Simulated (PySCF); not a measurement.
Species: C4H9NSi2.
Bonds: Si1–Si2, Si2–N3, N3–C4 (aromatic), C4–C5 (aromatic), C5–C6 (aromatic), C6–C7 (aromatic), N3–C7 (aromatic). Hydrogens: H8, H9, H10 on Si1; H11, H12 on Si2; H13 on C4; H14 on C5; H15 on C6; H16 on C7.

All values: CAM-B3LYP/def2-SVPD (PySCF, non-relativistic), on one gas-phase PBE0-D3(BJ)/def2-SVP geometry that isn't relaxed in the solvent. The solvent is an IEF-PCM continuum (Bondi radii, 1.10 Å for H, scaled by 1.2), and excitations are vertical TDDFT with non-equilibrium linear response and a frozen core. Specific hydrogen bonds and non-electrostatic terms are outside this model.

Gas-phase singlets (H = HOMO, L = LUMO):

```json
{"state": "S1", "E (eV)": "5.597", "λ (nm)": "222", "f": "0.002", "leading configuration": "H→L 86%"}
{"state": "S2", "E (eV)": "6.072", "λ (nm)": "204", "f": "0.027", "leading configuration": "H-1→L 25%"}
{"state": "S3", "E (eV)": "6.122", "λ (nm)": "203", "f": "0.028", "leading configuration": "H-1→L 61%"}
{"state": "S4", "E (eV)": "6.225", "λ (nm)": "199", "f": "0.037", "leading configuration": "H→L+2 30%"}
{"state": "S5", "E (eV)": "6.396", "λ (nm)": "194", "f": "0.017", "leading configuration": "H→L+3 36%"}
```

**Question.** What are the lowest 5 singlets in cyclohexane (ε = 2.017)?

**Answer.** 
| state | E (eV) | λ (nm) | f | leading configuration | change by rank (eV) |
| --- | --- | --- | --- | --- | --- |
| S1 | 5.693 | 218 | 0.003 | H→L 86% | +0.096 |
| S2 | 6.067 | 204 | 0.091 | H→L+4 50% | -0.005 |
| S3 | 6.174 | 201 | 0.042 | H-1→L 78% | +0.052 |
| S4 | 6.263 | 198 | 0.026 | H→L+2 18% | +0.038 |
| S5 | 6.471 | 192 | 0.108 | H→L+2 22% | +0.075 |

**Question.** What are the lowest 5 singlets in dichloromethane (ε = 8.93)?

**Answer.** 
```
state  E (eV)  λ (nm)      f  leading configuration  change by rank (eV)
   S1   5.814     213  0.003                H→L 84%               +0.217
   S2   6.104     203  0.102              H→L+4 44%               +0.032
   S3   6.261     198  0.053              H-1→L 71%               +0.139
   S4   6.338     196  0.025              H→L+2 17%               +0.113
   S5   6.544     189  0.116              H→L+2 25%               +0.148
```

**Question.** The ground-state energy changes by -0.116 eV from gas to dichloromethane. By how much does the total energy of gas-phase S1 change?

**Answer.** E(S1) = E(S0) + excitation energy, so it changes by -0.116 + 0.217 = +0.101 eV: it isn't lowered at all, while the ground state is. This is the vertical state, with the slow part of the continuum still set for S0.

**Question.** How do the frontier levels move from gas to dichloromethane?

**Answer.** 
| orbital | gas (eV) | solvent (eV) | change (eV) | Löwdin shares, gas | Löwdin shares, solvent |
| --- | --- | --- | --- | --- | --- |
| LUMO+2 | 1.16 | 1.34 | +0.18 | Si2 27 %, Si1 26 %, H10 10 %, H12 8 % | Si2 26 %, Si1 25 %, H10 8 %, H12 7 % |
| LUMO+1 | 1.06 | 1.24 | +0.18 | Si1 38 %, Si2 18 %, H9 9 %, H10 8 % | Si1 38 %, Si2 14 %, H9 9 %, H10 9 % |
| LUMO | 0.75 | 0.96 | +0.21 | Si2 32 %, Si1 22 %, H11 9 %, H12 8 % | Si2 32 %, Si1 22 %, H11 8 %, H12 8 % |
| HOMO | -7.51 | -7.57 | -0.06 | C7 27 %, C4 27 %, C5 16 %, C6 14 % | C7 27 %, C4 27 %, C5 16 %, C6 14 % |
| HOMO-1 | -8.25 | -8.28 | -0.03 | N3 26 %, C6 22 %, C5 21 %, Si2 6 % | N3 25 %, C6 21 %, C5 19 %, Si2 7 % |
| HOMO-2 | -10.08 | -9.93 | +0.15 | Si1 29 %, Si2 28 %, N3 6 %, H11 5 % | Si1 28 %, Si2 27 %, N3 6 %, C5 6 % |
| HOMO-3 | -11.14 | -10.94 | +0.20 | Si1 25 %, Si2 19 %, H9 16 %, H8 12 % | Si1 25 %, Si2 20 %, H9 16 %, H8 12 % |

The HOMO–LUMO gap goes from 8.26 to 8.53 eV.

Conformer computed: `[SiH3:1][SiH2:2][n:3]1[cH:4][cH:5][cH:6][cH:7]1`: Si1–Si2–N3–C4 -110°.
